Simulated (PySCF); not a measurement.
Simulation results for CH7GeSi, C2H10GeSi, CH8GeOSi, CH10Ge2Si and others

Calculation on a computer-drawn molecule: the log of a Hartree-Fock and frozen-core CCSD(T) single point meant for a local Hartree-Fock minimum, with one planted fault or none, to be diagnosed. Offsets are logged minus clean, where the clean run is the same molecule without the fault. The reference is restricted for singlets and unrestricted otherwise, and also for a bond in bohr or an excited solution. Adding or removing an electron swaps singlet and doublet. The excited solution moves the top pair (singlet) or top alpha electron (doublet) to the lowest empty orbital. Highest occupied and lowest empty are orbital energies over both spins, largest force is the largest gradient component, triples share is (T) over the correlation energy, the T1 limit is 0.02 restricted and 0.045 unrestricted, electrons count all cores, a negative frequency is imaginary (commonest isotopes), and the dipole is about the centre of nuclear charge; on germanium a core potential holds 10 electrons, which the energies leave out, and 3d is frozen in MP2 and coupled-cluster steps. Program: PySCF 2.14.0.

Common to all runs: meant basis cc-pV(D+d)Z; meant basis and core potential on germanium cc-pVDZ-PP ECP10MDF; logged SCF converged yes; possible faults no fault, one electron removed, one electron added, multiplicity raised by two, geometry at a saddle point, SCF held on an excited solution, minimal basis STO-3G, one bond length entered in bohr, all coordinates scaled.

```yaml
- entry: 1
  formula: CH7GeSi
  logged_structure:
    atoms_angstrom:
      - [C, -0.8291, 2.645, -0.3794]
      - [Si, 0.8529, 1.929, -0.0333]
      - [Ge, 1.4652, 2.3672, 2.3225]
      - [H, -0.8449, 3.7269, -0.2355]
      - [H, -1.5985, 2.1878, 0.2453]
      - [H, -1.0789, 2.4409, -1.4246]
      - [H, 1.9883, 2.5717, -0.7157]
      - [H, 0.9515, 0.4599, -0.0498]
      - [H, 2.7905, 1.9291, 2.9341]
      - [H, 0.614, 3.088, 3.3613]
  given:
    meant_charge: 1
    meant_multiplicity: 1
    logged_electrons: 59
    logged_basis_functions: 95
    logged_spin_squared: 0.7679
    "logged_highest_occupied [eV]": -7.1546
    "logged_lowest_empty [eV]": 1.8996
    "logged_largest_force [hartree/bohr]": 0.042018
    logged_T1_diagnostic: 0.011145
    logged_D1_diagnostic: 0.031199
    logged_triples_share: 0.02603
    logged_CC_converged: "yes"
    "logged_dipole_magnitude [debye]": 2.4371
    logged_SCF_stable_within_its_kind: "yes"
    "logged_energy_HF [hartree]": -624.22471
    "logged_energy_CCSD(T) [hartree]": -624.62639
    drawn_bonds_atom: [1, 2, 1, 1, 1, 2, 2, 3, 3]
    drawn_bonds_other_atom: [2, 3, 4, 5, 6, 7, 8, 9, 10]
    drawn_bonds_order: [1, 1, 1, 1, 1, 1, 1, 1, 1]
  results:
    planted_fault: "one electron added"
    "HF_energy_offset_from_clean_run [kcal/mol]": -146.5
    "CCSD(T)_energy_offset_from_clean_run [kcal/mol]": -155.9
- entry: 2
  formula: C2H10GeSi
  logged_structure:
    atoms_angstrom:
      - [C, -1.4907, 0.5698, 0.9776]
      - [Si, 0.2142, -0.2221, 0.8175]
      - [C, 0.4132, -1.642, 2.0438]
      - [Ge, 0.5633, -1.0071, -1.4338]
      - [H, -1.605, 1.4063, 0.283]
      - [H, -1.6443, 0.9514, 1.9915]
      - [H, -2.2827, -0.1544, 0.7668]
      - [H, 1.2524, 0.806, 1.0964]
      - [H, 1.4094, -2.087, 1.9747]
      - [H, 0.2737, -1.2875, 3.0694]
      - [H, -0.3219, -2.4299, 1.8569]
      - [H, 1.9578, -1.6305, -1.6008]
      - [H, 0.4385, 0.1362, -2.4528]
      - [H, -0.4702, -2.0801, -1.8159]
  given:
    meant_charge: 0
    meant_multiplicity: 1
    logged_electrons: 67
    logged_basis_functions: 124
    logged_spin_squared: 0.7566
    "logged_highest_occupied [eV]": -16.777
    "logged_lowest_empty [eV]": -7.889
    "logged_largest_force [hartree/bohr]": 0.099451
    logged_T1_diagnostic: 0.013383
    logged_D1_diagnostic: 0.064049
    logged_triples_share: 0.027762
    logged_CC_converged: "yes"
    "logged_dipole_magnitude [debye]": 0.86425
    logged_SCF_stable_within_its_kind: "yes"
    "logged_energy_HF [hartree]": -663.55833
    "logged_energy_CCSD(T) [hartree]": -664.12606
    drawn_bonds_atom: [1, 2, 2, 1, 1, 1, 2, 3, 3, 3, 4, 4, 4]
    drawn_bonds_other_atom: [2, 3, 4, 5, 6, 7, 8, 9, 10, 11, 12, 13, 14]
    drawn_bonds_order: [1, 1, 1, 1, 1, 1, 1, 1, 1, 1, 1, 1, 1]
  results:
    planted_fault: "one electron removed"
    "HF_energy_offset_from_clean_run [kcal/mol]": 207.9
    "CCSD(T)_energy_offset_from_clean_run [kcal/mol]": 220.1
- entry: 3
  formula: CH8GeOSi
  logged_structure:
    atoms_angstrom:
      - [C, -1.6175, 0.5183, -1.287]
      - [Si, -0.301, 0.6507, 0.0309]
      - [O, -0.661, 1.9991, 0.9282]
      - [Ge, 1.9072, 0.8366, -0.9131]
      - [H, -1.6057, 1.3948, -1.9394]
      - [H, -2.6071, 0.4481, -0.8276]
      - [H, -1.4624, -0.3715, -1.9039]
      - [H, -0.3175, -0.5566, 0.8965]
      - [H, -0.1149, 2.2191, 1.6676]
      - [H, 2.3152, -0.4534, -1.641]
      - [H, 1.9983, 1.993, -1.9197]
      - [H, 2.9511, 1.0968, 0.1861]
  given:
    meant_charge: 0
    meant_multiplicity: 1
    logged_electrons: 68
    logged_basis_functions: 114
    logged_spin_squared: 0.0
    "logged_highest_occupied [eV]": -10.169
    "logged_lowest_empty [eV]": 3.5771
    "logged_largest_force [hartree/bohr]": 3.5859e-05
    "logged_lowest_frequency [cm^-1]": 91.002
    logged_T1_diagnostic: 0.011179
    logged_D1_diagnostic: 0.028942
    logged_triples_share: 0.023873
    logged_CC_converged: "yes"
    "logged_dipole_magnitude [debye]": 0.62924
    logged_SCF_stable_within_its_kind: "yes"
    "logged_energy_HF [hartree]": -699.7566
    "logged_energy_CCSD(T) [hartree]": -700.36447
    drawn_bonds_atom: [1, 2, 2, 1, 1, 1, 2, 3, 4, 4, 4]
    drawn_bonds_other_atom: [2, 3, 4, 5, 6, 7, 8, 9, 10, 11, 12]
    drawn_bonds_order: [1, 1, 1, 1, 1, 1, 1, 1, 1, 1, 1]
  results:
    planted_fault: "no fault"
    "HF_energy_offset_from_clean_run [kcal/mol]": 0.0
    "CCSD(T)_energy_offset_from_clean_run [kcal/mol]": 0.0
- entry: 4
  formula: CH8GeOSi
  logged_structure:
    atoms_angstrom:
      - [C, -1.708, 0.5473, -1.3591]
      - [Si, -0.3179, 0.6872, 0.0326]
      - [O, -0.698, 2.1111, 0.9802]
      - [Ge, 2.014, 0.8834, -0.9643]
      - [H, -1.6956, 1.4729, -2.048]
      - [H, -2.7531, 0.4732, -0.8739]
      - [H, -1.5443, -0.3923, -2.0105]
      - [H, -0.3353, -0.5878, 0.9468]
      - [H, -0.1213, 2.3434, 1.761]
      - [H, 2.4448, -0.4788, -1.7329]
      - [H, 2.1102, 2.1046, -2.0272]
      - [H, 3.1164, 1.1583, 0.1965]
  given:
    meant_charge: 0
    meant_multiplicity: 1
    logged_electrons: 68
    logged_basis_functions: 114
    logged_spin_squared: 0.0
    "logged_highest_occupied [eV]": -10.064
    "logged_lowest_empty [eV]": 3.2403
    "logged_largest_force [hartree/bohr]": 0.041252
    logged_T1_diagnostic: 0.01217
    logged_D1_diagnostic: 0.032467
    logged_triples_share: 0.025845
    logged_CC_converged: "yes"
    "logged_dipole_magnitude [debye]": 0.68195
    logged_SCF_stable_within_its_kind: "yes"
    "logged_energy_HF [hartree]": -699.72648
    "logged_energy_CCSD(T) [hartree]": -700.34523
    drawn_bonds_atom: [1, 2, 2, 1, 1, 1, 2, 3, 4, 4, 4]
    drawn_bonds_other_atom: [2, 3, 4, 5, 6, 7, 8, 9, 10, 11, 12]
    drawn_bonds_order: [1, 1, 1, 1, 1, 1, 1, 1, 1, 1, 1]
  results:
    planted_fault: "all coordinates scaled, by +5.6 %"
    "HF_energy_offset_from_clean_run [kcal/mol]": 18.9
    "CCSD(T)_energy_offset_from_clean_run [kcal/mol]": 12.07
- entry: 5
  formula: CH10Ge2Si
  logged_structure:
    atoms_angstrom:
      - [C, -1.3146, -0.9709, 1.6461]
      - [Si, -0.9056, -0.7282, -0.1858]
      - [Ge, 0.7677, -2.3067, -0.9047]
      - [Ge, -0.1654, 1.5268, -0.6054]
      - [H, -2.0918, -0.2717, 1.9657]
      - [H, -0.432, -0.8055, 2.2694]
      - [H, -1.6756, -1.986, 1.8313]
      - [H, -2.1271, -0.9612, -1.0006]
      - [H, 1.0741, -2.1416, -2.3988]
      - [H, 2.0754, -2.1043, -0.1256]
      - [H, 0.2959, -3.7489, -0.6682]
      - [H, 1.117, 1.8337, 0.1815]
      - [H, -1.2361, 2.5409, -0.1769]
      - [H, 0.1285, 1.7411, -2.0957]
  given:
    meant_charge: 0
    meant_multiplicity: 1
    logged_electrons: 94
    logged_basis_functions: 133
    logged_spin_squared: 0.0
    "logged_highest_occupied [eV]": -2.3261
    "logged_lowest_empty [eV]": -4.6054
    "logged_largest_force [hartree/bohr]": 0.066698
    logged_CC_converged: "no"
    "logged_dipole_magnitude [debye]": 0.4383
    logged_SCF_stable_within_its_kind: "no"
    "logged_energy_HF [hartree]": -918.82329
    drawn_bonds_atom: [1, 2, 2, 1, 1, 1, 2, 3, 3, 3, 4, 4, 4]
    drawn_bonds_other_atom: [2, 3, 4, 5, 6, 7, 8, 9, 10, 11, 12, 13, 14]
    drawn_bonds_order: [1, 1, 1, 1, 1, 1, 1, 1, 1, 1, 1, 1, 1]
  results:
    planted_fault: "SCF held on an excited solution"
    "HF_energy_offset_from_clean_run [kcal/mol]": 352.3
  notes: ["CCSD not converged"]
- entry: 6
  formula: CH10GeSi2
  logged_structure:
    atoms_angstrom:
      - [C, -0.408, -0.4923, -2.5314]
      - [Si, -1.0003, 0.1839, -0.8642]
      - [Si, -2.8796, -1.0224, -0.073]
      - [Ge, 0.7828, 0.1171, 0.7581]
      - [H, 0.4492, 0.077, -2.9]
      - [H, -0.1073, -1.5397, -2.4443]
      - [H, -1.2029, -0.4288, -3.2793]
      - [H, -1.4014, 1.6076, -1.0241]
      - [H, -3.9925, -0.9623, -1.0539]
      - [H, -2.523, -2.4478, 0.1396]
      - [H, -3.3535, -0.4597, 1.2153]
      - [H, 0.3323, 0.7112, 2.0991]
      - [H, 1.9985, 0.9156, 0.2652]
      - [H, 1.2395, -1.3275, 1.0098]
  given:
    meant_charge: 0
    meant_multiplicity: 1
    logged_electrons: 77
    logged_basis_functions: 133
    logged_spin_squared: 0.7647
    "logged_highest_occupied [eV]": 2.0027
    "logged_lowest_empty [eV]": 7.88
    "logged_largest_force [hartree/bohr]": 0.02982
    logged_T1_diagnostic: 0.020227
    logged_D1_diagnostic: 0.12112
    logged_triples_share: 0.029316
    logged_CC_converged: "yes"
    "logged_dipole_magnitude [debye]": 2.2274
    logged_SCF_stable_within_its_kind: "yes"
    "logged_energy_HF [hartree]": -914.84722
    "logged_energy_CCSD(T) [hartree]": -915.42173
    drawn_bonds_atom: [1, 2, 2, 1, 1, 1, 2, 3, 3, 3, 4, 4, 4]
    drawn_bonds_other_atom: [2, 3, 4, 5, 6, 7, 8, 9, 10, 11, 12, 13, 14]
    drawn_bonds_order: [1, 1, 1, 1, 1, 1, 1, 1, 1, 1, 1, 1, 1]
  results:
    planted_fault: "one electron added"
    "HF_energy_offset_from_clean_run [kcal/mol]": 59.81
    "CCSD(T)_energy_offset_from_clean_run [kcal/mol]": 44.9
  notes: ["highest electron not bound in this basis"]
- entry: 7
  formula: C2H8GeSi
  logged_structure:
    atoms_angstrom:
      - [C, -2.5915, -0.3145, -0.1645]
      - [Si, -1.3678, 0.486, -1.1954]
      - [C, -0.103, 1.379, -0.7072]
      - [Ge, 0.4128, 1.8074, 1.0175]
      - [H, -2.4087, -0.1455, 0.8499]
      - [H, -2.5896, -1.3474, -0.339]
      - [H, -3.5483, 0.0425, -0.3977]
      - [H, -1.6026, 0.2657, -2.5729]
      - [H, 0.5047, 1.7662, -1.4605]
      - [H, -0.5123, 1.2108, 1.9949]
      - [H, 0.4216, 3.2647, 1.2291]
      - [H, 1.768, 1.3119, 1.3114]
  given:
    meant_charge: 0
    meant_multiplicity: 1
    logged_electrons: 66
    logged_basis_functions: 114
    logged_spin_squared: 0.0
    "logged_highest_occupied [eV]": -8.6232
    "logged_lowest_empty [eV]": 2.8773
    "logged_largest_force [hartree/bohr]": 0.036511
    logged_T1_diagnostic: 0.011916
    logged_D1_diagnostic: 0.040924
    logged_triples_share: 0.030106
    logged_CC_converged: "yes"
    "logged_dipole_magnitude [debye]": 2.543
    logged_SCF_stable_within_its_kind: "yes"
    "logged_energy_HF [hartree]": -662.63408
    "logged_energy_CCSD(T) [hartree]": -663.1881
    drawn_bonds_atom: [1, 2, 3, 1, 1, 1, 2, 3, 4, 4, 4]
    drawn_bonds_other_atom: [2, 3, 4, 5, 6, 7, 8, 9, 10, 11, 12]
    drawn_bonds_order: [1, 2, 1, 1, 1, 1, 1, 1, 1, 1, 1]
  results:
    planted_fault: "all coordinates scaled, by -4.2 %"
    "HF_energy_offset_from_clean_run [kcal/mol]": 13.87
    "CCSD(T)_energy_offset_from_clean_run [kcal/mol]": 19.13
- entry: 8
  formula: CH5GeOSi
  logged_structure:
    atoms_angstrom:
      - [C, -1.1333, -1.6799, -0.4537]
      - [Si, -0.3601, -1.2689, 1.1883]
      - [O, 1.1121, -1.1078, 1.4385]
      - [Ge, -1.9402, -0.8553, 2.9023]
      - [H, -1.6881, -2.6206, -0.3857]
      - [H, -1.8447, -0.9008, -0.744]
      - [H, -0.3651, -1.7711, -1.223]
      - [H, -3.3113, -1.5145, 2.7259]
      - [H, -1.4286, -0.999, 4.3316]
  given:
    meant_charge: 0
    meant_multiplicity: 2
    logged_electrons: 64
    logged_basis_functions: 99
    logged_spin_squared: 0.0
    "logged_highest_occupied [eV]": -16.127
    "logged_lowest_empty [eV]": -7.3024
    "logged_largest_force [hartree/bohr]": 0.049245
    logged_T1_diagnostic: 0.029418
    logged_D1_diagnostic: 0.11706
    logged_triples_share: 0.035534
    logged_CC_converged: "yes"
    "logged_dipole_magnitude [debye]": 6.6646
    logged_SCF_stable_within_its_kind: "yes"
    "logged_energy_HF [hartree]": -697.64431
    "logged_energy_CCSD(T) [hartree]": -698.20634
    drawn_bonds_atom: [1, 2, 2, 1, 1, 1, 4, 4]
    drawn_bonds_other_atom: [2, 3, 4, 5, 6, 7, 8, 9]
    drawn_bonds_order: [1, 2, 1, 1, 1, 1, 1, 1]
  results:
    planted_fault: "one electron removed"
    "HF_energy_offset_from_clean_run [kcal/mol]": 186.8
    "CCSD(T)_energy_offset_from_clean_run [kcal/mol]": 187.4
  notes: ["T1 above single-reference limit"]
```
